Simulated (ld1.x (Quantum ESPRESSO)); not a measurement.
# Ranking PAW potentials for copper (Cu)

All share these settings but for the change named:

copper, PAW, made with ld1.x (Quantum ESPRESSO) 7.5 (PBEsol, scalar-relativistic). Core [Ar], reference 3d10 4s1 4p0. Waves: 4s (bound): rcut 1.65, rcutus 2.30 bohr; 4s channel at 1.05 Ry: rcut 1.65, rcutus 2.30 bohr; 4p (bound, empty): rcut 2.05, rcutus 2.80 bohr; 4p channel at 2.1 Ry: rcut 2.05, rcutus 2.80 bohr; 3d (bound): rcut 1.40, rcutus 1.55 bohr; 3d channel at 0.05 Ry: rcut 1.40, rcutus 1.55 bohr. Local part: all-electron potential smoothed inside 2.60 bohr (lloc = -1). Core correction: Bessel-smoothed model core, default radius (core density twice the valence density). Augmentation charge: BESSEL, radius 1.15 bohr.

Test errors are all-electron minus pseudo excitation energies from the reference, over 3d10 4s0 4p0; 3d9 4s0 4p0; 3d8 4s0 4p0; 3d10 4s0 4p1; 3d9 4s1 4p1; 3d9 4s1 4p0; 3d10 4s0.5 4p0. None of these files shows a bound ghost.

The base gives 613.0 meV.

Of 11 variants that were run, those that failed, showed a ghost or another fault, or gave nearly equal values are left out.

A variant can come out equal or close to the base, since the largest error may sit in a test that the change hardly touches while other tests move.

Q: Rank these variants by their largest absolute test error, smallest first.
A. augmentation PSQ, radius 1.60 bohr
B. wave 3d channel at 0.05 Ry: rcut 1.40, rcutus 1.55 bohr becomes 3d channel at 1.51 Ry: rcut 1.40, rcutus 1.55 bohr
C. type TM; waves now 4p (bound): rc 2.80 bohr; 3d (bound): rc 1.55 bohr; 4s (bound): rc 2.30 bohr; local potential the s channel

A: B (493.0 meV), A (569.5 meV), C (1272.6 meV).
